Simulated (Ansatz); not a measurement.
Geometry optimisation, UKS r2SCANh-D4/def2-SVP in Ansatz.

The input (input.yaml):

```yaml
crystal:
  periodic: [false, false, false]
  atoms:
    - { symbol: Ge, position_ang: [0.162417, -0.02052, 0.337557] }
    - { symbol: H, position_ang: [1.096795, 0.117086, 1.569202] }
    - { symbol: Cl, position_ang: [1.583164, 0.008421, -1.329892] }
    - { symbol: H, position_ang: [-0.75445, 1.176537, 0.134255] }
    - { symbol: H, position_ang: [-0.517942, -1.382245, 0.236133] }
    - { symbol: O, position_ang: [-0.856884, 0.061079, 2.589832] }
    - { symbol: H, position_ang: [-0.594001, -0.761458, 3.048313] }
magnetization:
  spin_polarized: true
  initial_magnetization: 1
basis:
  gaussian: { orbitals: def2-SVP }
hamiltonian:
  xc: r2scanh
  dispersion: d4
relax:
  f_tol: 0.03
  max_steps: 50
output:
  orbitals: {}
```

Launched with:

```bash
$ ansatz run input.yaml --threads 4 --pin off --max-ram 5120MiB --backend cpu --events-out ev --progress --plain --runs-dir out
```

**Question.** Where does it end, and by what steps?

**Answer.** It converged. After 9 steps the energy has fallen by 0.098 eV; O6 moved furthest, 0.33 Å. Joined: Ge1–O6 (2.47 → 2.12 Å).

```tsv
step	energy less start (eV)	largest force component (eV/Å)	accepted
0	0.0000	0.186	yes
1	0.0098	1.158	no
2	-0.0155	0.291	yes
3	-0.0373	0.572	yes
4	-0.0722	0.641	yes
5	-0.0900	0.179	yes
6	-0.0887	0.212	no
7	-0.0964	0.112	yes
8	-0.0972	0.057	yes
9	-0.0977	0.020	yes
```

```xyz
7
Properties=species:S:1:pos:R:3
Ge -0.010 -0.033 0.398
H 0.906 0.149 1.726
Cl 1.650 -0.028 -1.057
H -0.830 1.196 0.049
H -0.646 -1.403 0.187
O -0.566 0.094 2.444
H -0.385 -0.777 2.838
```

Whether the end is a true minimum wasn't checked by a vibrational analysis.

The run took 37 s on 4 threads of Arm Neoverse V1, with other jobs on the host, peak memory 0.31 GiB.
